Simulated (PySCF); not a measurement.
Species: C₄H₁₁ClSi₂.
Atom-mapped SMILES: `[CH3:1][Si:2]1([CH2:3][Cl:4])[CH2:5][SiH2:6][CH2:7]1`

NICS = −σ at a ghost point: NICS(0) at the centroid of the ring atoms, NICS(1) 1 Å to either side along the normal of their mean plane, zz for the tensor component along that normal. Level: GIAO PBE0/pcSseg-1 (PySCF, non-relativistic, gas phase) on the GFN2-xTB geometry, one conformer.

Ring bond lengths (Å), with Mayer bond orders in brackets: Si2–C5 1.919 (0.92), C5–Si6 1.922 (0.91), Si6–C7 1.923 (0.91), C7–Si2 1.918 (0.92).

Q: What do the NICS probes read (ppm)?

A: 
| ring | type | NICS(0) | NICS(1), two faces | NICS(1)zz, two faces | rms pucker (Å) | centre to ring atoms, mean (Å) |
| --- | --- | --- | --- | --- | --- | --- |
| Si2–C5–Si6–C7 | 4-membered ring with 2 Si; formal bonds all single | 0.1 | -1.2 / -1.3 | 4.7 / 0.8 | 0.04 | 1.36 |

Q: What can be read from them?

A: 
- Si2–C5–Si6–C7: mean NICS(1)zz 2.8 ppm, near zero. Si2, C5, Si6, C7 have four or more neighbours; no verdict on aromaticity is drawn. The two faces differ by 3.9 ppm, so no symmetry operation interchanges them.

Q: At the second NICS(1) probe listed for ring Si2–C5–Si6–C7, 1 Å off the ring, what do the in-plane components average?

A: The isotropic value is a third of the trace: (3 × -1.3 − (0.8))/2 = -2.4 ppm.

Q: List the ring angles and the Hirshfeld charges of the ring atoms.

A: 
- Si2–C5–Si6–C7: Si2 88.3° (+0.397 e), C5 91.6° (-0.265 e), Si6 88.1° (+0.335 e), C7 91.6° (-0.265 e); sum 359.7° against 360° for a flat convex ring.

Q: How shielded are the nuclei of the rings and their hydrogens (means over atoms taken as equivalent)?

A: 
| atoms | environment | σ isotropic (ppm) | principal values of the symmetric part, first atom (ppm) |
| --- | --- | --- | --- |
| Si2 | four-coordinate silicon | 329.9 | 292.3, 347.0, 350.3 |
| C5 (×2) | sp3 carbon bound to silicon | 187.2 | 164.4, 193.8, 203.2 |
| Si6 | SiH2 silicon | 393.0 | 363.9, 389.3, 425.7 |
| H on C5 (×2) | methylene hydrogen | 30.89 | 26.3, 28.9, 37.5 |
| H on C5 (×2) | methylene hydrogen | 31.24 | 27.2, 28.2, 38.4 |
| H on Si6 | Si–H hydrogen | 26.94 | 23.7, 24.2, 32.9 |
| H on Si6 | Si–H hydrogen | 26.95 | 24.0, 24.9, 31.9 |

Shape of the structure used: `[CH3:1][Si:2]1([CH2:3][Cl:4])[CH2:5][SiH2:6][CH2:7]1`: C1–Si2–C3–Cl4 180°.
